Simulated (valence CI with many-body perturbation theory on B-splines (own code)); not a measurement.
The numbers below are computed, except where a source is named.
# Run record, Ga²⁵⁺

The program does CI of the valence electrons with many-body perturbation theory for a frozen closed Dirac-Fock core.

Command, and the settings that its task file holds:

```sh
python run_cv.py task.json out
```

```
atom Ga  Z=31  mass_number=69  rms_radius_fm=3.9973
core [He]
valence 2s2 2p2
avg = 1
basis = S
breit = 1
cap = 10000
capref = 1200
cscale = 1
de = 0.0
dress = 0
eps = 2e-08
extrap = 1
h = 0.33
hh = 1
l2 = 3
lcore = 6
maxit = 60
n2 = 5
natural = 1
nlev = 21
nno = [3, 3, 3, 2, 1]
nroot = 26
ns = 4
nsp = [3, 3, 2, 1, 0]
pt2 = 1
qed = 1
rpa = 1
s1 = 1
s2 = 1
s3 = 1
screen = 1
tol = 2e-05
whole = 1
```

Log. The first blocks belong to the next ion, which gives the ionisation energy. Fields: 2J, parity (1 odd), roots, reference size, generating configurations, candidates as configurations/state functions, variational space P, stored matrix elements, Davidson steps; e2 is the range of second-order energies in hartree. The first line gives the box (bohr), its intervals, the orbitals and the steps of their self-consistent field. Window is the range of levels sought, series limit the energy at which the first omitted orbital would enter, core excitation an estimate of the first excitation out of the core, left out the lowest levels not solved, and shifts from estimates the range by which levels moved from their first estimate, all in cm⁻¹.

```
rmax 2.2 intervals 50 orbitals 36 references ['2s2 2p2', '2s 2p3', '2p4'] scf 3 t 0.4
2J=1 par=1 roots 2 ref 40 generators 2 cand 614/875 P 646/915 nnz 0 it 0
2J=1 par=1 roots 2 ref 40 generators 4 cand 182/248 P 828/1163 nnz 0 it 0
   second order: generators 11 cand 1061/1553 e2 -0.00002 -0.00000
reference levels 448, estimated 345, window 11548464 1/cm; series limit 15741926, core excitation 75984577
2J=0 par=0 roots 6 ref 28 generators 12 cand 647/985 P 2390/3523 nnz 9.2e+05 it 4
2J=0 par=0 roots 6 ref 28 generators 19 cand 1045/1790 P 3435/5313 nnz 1.8e+06 it 5
   second order: generators 33 cand 4229/7166 e2 -0.00003 -0.00001
2J=2 par=0 roots 8 ref 58 generators 19 cand 441/1318 P 1580/4626 nnz 2e+06 it 5
2J=2 par=0 roots 8 ref 58 generators 20 cand 1502/5368 P 3082/9994 nnz 7.8e+06 it 7
   second order: generators 39 cand 6628/26074 e2 -0.00010 -0.00001
2J=4 par=0 roots 7 ref 64 generators 19 cand 451/1446 P 1569/5123 nnz 2.7e+06 it 5
2J=4 par=0 roots 7 ref 64 generators 21 cand 1108/4852 P 2677/9975 nnz 8.3e+06 it 8
   second order: generators 34 cand 5795/33634 e2 -0.00031 -0.00002
2J=4 par=1 roots 7 ref 67 generators 16 cand 418/1393 P 1476/5017 nnz 2.6e+06 it 6
2J=4 par=1 roots 7 ref 67 generators 18 cand 1101/4962 P 2577/9979 nnz 8.5e+06 it 8
   second order: generators 40 cand 8513/46213 e2 -0.00073 -0.00002
2J=2 par=1 roots 7 ref 62 generators 18 cand 513/1389 P 1699/4867 nnz 2.3e+06 it 5
2J=2 par=1 roots 7 ref 62 generators 22 cand 1303/5100 P 3002/9967 nnz 7.6e+06 it 6
   second order: generators 39 cand 6837/26270 e2 -0.00032 -0.00001
2J=6 par=1 roots 2 ref 47 generators 6 cand 316/999 P 1115/3468 nnz 1.5e+06 it 5
2J=6 par=1 roots 2 ref 47 generators 9 cand 1284/6525 P 2399/9993 nnz 9.5e+06 it 6
   second order: generators 17 cand 4874/30119 e2 -0.00020 -0.00001
2J=0 par=1 roots 3 ref 24 generators 9 cand 668/1034 P 2408/3649 nnz 9.5e+05 it 4
2J=0 par=1 roots 3 ref 24 generators 11 cand 1119/1914 P 3527/5563 nnz 2.1e+06 it 5
   second order: generators 16 cand 1424/2028 e2 -0.00001 -0.00000
2J=6 par=0 roots 2 ref 41 generators 9 cand 396/1216 P 1177/3711 nnz 1.5e+06 it 5
2J=6 par=0 roots 2 ref 41 generators 11 cand 1693/7236 P 2870/10947 nnz 9.6e+06 it 6
   second order: generators 18 cand 4049/26210 e2 -0.00010 -0.00003
2J=8 par=1 roots 1 ref 24 generators 4 cand 334/1381 P 1201/3940 nnz 1.8e+06 it 5
2J=8 par=1 roots 1 ref 24 generators 5 cand 1588/7630 P 2789/11570 nnz 1.2e+07 it 5
   second order: generators 13 cand 3904/26904 e2 -0.00004 -0.00004
left out: unestimated 16702539, estimated 12234183, shifts from estimates -7 to 116
```

(1) What became of the run, and why?

Results:

(1) It gave no result: the setting left no core shell for the response of the core. The program said: "need at least one array to concatenate".
